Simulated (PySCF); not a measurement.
Compound: C2H9OPSi.
Numbering: `[CH3:1][CH2:2][Si@@H:3]([OH:4])[PH2:5]` (hydrogens: H6, H7, H8 on C1; H9, H10 on C2; H11 on Si3; H12 on O4; H13, H14 on P5)

Cartesian coordinates in Å at the GFN2-xTB level; atoms count from 1:
```
atom  x, y, z in Å
C1    -2.0762    0.1575    0.0174
C2    -0.6869    0.7702   -0.1101
Si3    0.7002   -0.5392   -0.0497
O4     0.5254   -1.6751   -1.2041
P5     2.6356    0.5577   -0.4060
H6    -2.1953   -0.3176    0.9877
H7    -2.8500    0.9162   -0.0881
H8    -2.2308   -0.6001   -0.7470
H9    -0.5464    1.5066    0.6822
H10   -0.6233    1.3216   -1.0522
H11    0.6332   -1.3819    1.1422
H12    0.6426   -1.4827   -2.1313
H13    2.6330    1.2231    0.8037
H14    3.4383   -0.4566    0.0784
```

Method: wB97X-D/def2-SVPD in PySCF (dipole) on a GFN2-xTB geometry, gas phase.

Masses are those of the commonest isotopes; rigid-rotor values at the optimised geometry. The values belong to one conformer with, in the numbering `[CH3:1][CH2:2][Si@@H:3]([OH:4])[PH2:5]`, C1–C2–Si3–O4 57°, C2–Si3–O4–H 69°, C2–Si3–P5–H 70° and 163°.

Task: What are A, B and C (MHz)?

Result: Ia = 104.39, Ib = 295.40, Ic = 367.07 u·Å²; 505379 MHz·u·Å²/I gives A = 4841, B = 1711, C = 1377 MHz.

Task: What kind of rotor is it?

Result: An asymmetric top. Ray's parameter κ = (2B − A − C)/(A − C) = -0.807; −1 is the prolate and +1 the oblate limit.

Task: What does the inertial defect say?

Result: Not planar: Δ = Ic − Ia − Ib = -32.71 u·Å². For a rigid frame Δ = −2 Σ m c², so Σ m c² = 16.36 u·Å² lies off the ab plane: 9.13 from hydrogen and 7.23 from heavier atoms. The atom farthest from that plane is 1.81 Å away.

Task: Give the other two planar moments, Paa and Pbb, and the rms extents of the mass along the axes.

Result: Paa = Σ m a² = (Ib + Ic − Ia)/2 = 279.04 and Pbb = Σ m b² = (Ia + Ic − Ib)/2 = 88.03 u·Å². With the mass M = 108.02 u, the rms extents √(P/M) along a, b and c are 1.61, 0.90, 0.39 Å.

Task: Where do the levels up to J = 4 lie, in MHz?

Result: Above 0(0,0):
J = 1: 1(0,1) 3088, 1(1,1) 6218, 1(1,0) 6552
J = 2: 2(0,2) 9237, 2(1,2) 12059, 2(1,1) 13061, 2(2,1) 22453, 2(2,0) 22478
J = 3: 3(0,3) 18400, 3(1,3) 20806, 3(1,2) 22809, 3(2,2) 31715, 3(2,1) 31841, 3(3,1) 48218, 3(3,0) 48219
J = 4: 4(0,4) 30505, 4(1,4) 32441, 4(1,3) 35773, 4(2,3) 44046, 4(2,2) 44417, 4(3,2) 60616, 4(3,1) 60624, 4(4,1) 83655, 4(4,0) 83655
Those of J = 1 are B + C, A + C and A + B.

Task: Predict some low-J microwave lines.

Result: The dipole components are |μa| = 0.51 D, |μb| = 0.68 D, |μc| = 0.53 D. Intensities carry the squares of the components, which stand as 0.57 : 1.00 : 0.62 (a : b : c). Some lines, for components of 0.1 D or more:

```json
{"type": "c", "branch": "Q", "J(Ka,Kc)": "4(1,4) ← 4(0,4)", "MHz": "1935", "lower level (cm⁻¹)": "1.018"}
{"type": "b", "branch": "R", "J(Ka,Kc)": "2(0,2) ← 1(1,1)", "MHz": "3019", "lower level (cm⁻¹)": "0.207"}
{"type": "a", "branch": "R", "J(Ka,Kc)": "1(0,1) ← 0(0,0)", "MHz": "3088", "lower level (cm⁻¹)": "0.000"}
{"type": "a", "branch": "Q", "J(Ka,Kc)": "4(1,3) ← 4(1,4)", "MHz": "3332", "lower level (cm⁻¹)": "1.082"}
{"type": "b", "branch": "Q", "J(Ka,Kc)": "1(1,0) ← 1(0,1)", "MHz": "3464", "lower level (cm⁻¹)": "0.103"}
{"type": "a", "branch": "R", "J(Ka,Kc)": "2(1,2) ← 1(1,1)", "MHz": "5841", "lower level (cm⁻¹)": "0.207"}
{"type": "b", "branch": "R", "J(Ka,Kc)": "1(1,1) ← 0(0,0)", "MHz": "6218", "lower level (cm⁻¹)": "0.000"}
{"type": "b", "branch": "R", "J(Ka,Kc)": "2(1,2) ← 1(0,1)", "MHz": "8972", "lower level (cm⁻¹)": "0.103"}
{"type": "b", "branch": "R", "J(Ka,Kc)": "4(0,4) ← 3(1,3)", "MHz": "9700", "lower level (cm⁻¹)": "0.694"}
{"type": "b", "branch": "Q", "J(Ka,Kc)": "3(2,2) ← 3(1,3)", "MHz": "10910", "lower level (cm⁻¹)": "0.694"}
{"type": "a", "branch": "R", "J(Ka,Kc)": "4(0,4) ← 3(0,3)", "MHz": "12105", "lower level (cm⁻¹)": "0.614"}
{"type": "a", "branch": "R", "J(Ka,Kc)": "4(2,2) ← 3(2,1)", "MHz": "12576", "lower level (cm⁻¹)": "1.062"}
{"type": "b", "branch": "R", "J(Ka,Kc)": "4(1,4) ← 3(0,3)", "MHz": "14041", "lower level (cm⁻¹)": "0.614"}
{"type": "b", "branch": "R", "J(Ka,Kc)": "2(2,1) ← 1(1,0)", "MHz": "15901", "lower level (cm⁻¹)": "0.219"}
{"type": "c", "branch": "R", "J(Ka,Kc)": "2(2,1) ← 1(1,1)", "MHz": "16235", "lower level (cm⁻¹)": "0.207"}
{"type": "c", "branch": "Q", "J(Ka,Kc)": "3(3,1) ← 3(2,1)", "MHz": "16377", "lower level (cm⁻¹)": "1.062"}
{"type": "b", "branch": "Q", "J(Ka,Kc)": "3(3,0) ← 3(2,1)", "MHz": "16378", "lower level (cm⁻¹)": "1.062"}
{"type": "b", "branch": "Q", "J(Ka,Kc)": "3(3,1) ← 3(2,2)", "MHz": "16503", "lower level (cm⁻¹)": "1.058"}
{"type": "b", "branch": "Q", "J(Ka,Kc)": "4(3,2) ← 4(2,3)", "MHz": "16570", "lower level (cm⁻¹)": "1.469"}
{"type": "c", "branch": "R", "J(Ka,Kc)": "3(2,2) ← 2(1,2)", "MHz": "19656", "lower level (cm⁻¹)": "0.402"}
{"type": "c", "branch": "Q", "J(Ka,Kc)": "4(4,1) ← 4(3,1)", "MHz": "23031", "lower level (cm⁻¹)": "2.022"}
{"type": "b", "branch": "Q", "J(Ka,Kc)": "4(4,1) ← 4(3,2)", "MHz": "23039", "lower level (cm⁻¹)": "2.022"}
{"type": "b", "branch": "R", "J(Ka,Kc)": "4(2,2) ← 3(1,3)", "MHz": "23611", "lower level (cm⁻¹)": "0.694"}
{"type": "b", "branch": "R", "J(Ka,Kc)": "3(3,1) ← 2(2,0)", "MHz": "25740", "lower level (cm⁻¹)": "0.750"}
{"type": "b", "branch": "R", "J(Ka,Kc)": "3(3,0) ← 2(2,1)", "MHz": "25767", "lower level (cm⁻¹)": "0.749"}
{"type": "b", "branch": "R", "J(Ka,Kc)": "4(3,2) ← 3(2,1)", "MHz": "28775", "lower level (cm⁻¹)": "1.062"}
{"type": "b", "branch": "R", "J(Ka,Kc)": "4(4,1) ← 3(3,0)", "MHz": "35436", "lower level (cm⁻¹)": "1.608"}
{"type": "b", "branch": "R", "J(Ka,Kc)": "4(4,0) ← 3(3,1)", "MHz": "35437", "lower level (cm⁻¹)": "1.608"}
```

Task: Estimate the classical rotational partition function at 50 K, 100 K and 200 K.

Result: Point group C1, symmetry number σ = 1; q = (√π/σ)·√((kT/h)³/(ABC)), k/h = 20836.6 MHz/K: 17700 at 50 K, 49900 at 100 K, 141000 at 200 K.

Whether it is a minimum is left open (no frequencies). Zero-point vibration and centrifugal distortion are left out. A rigid rotor knows nothing of internal rotation, which can split or shift real lines.
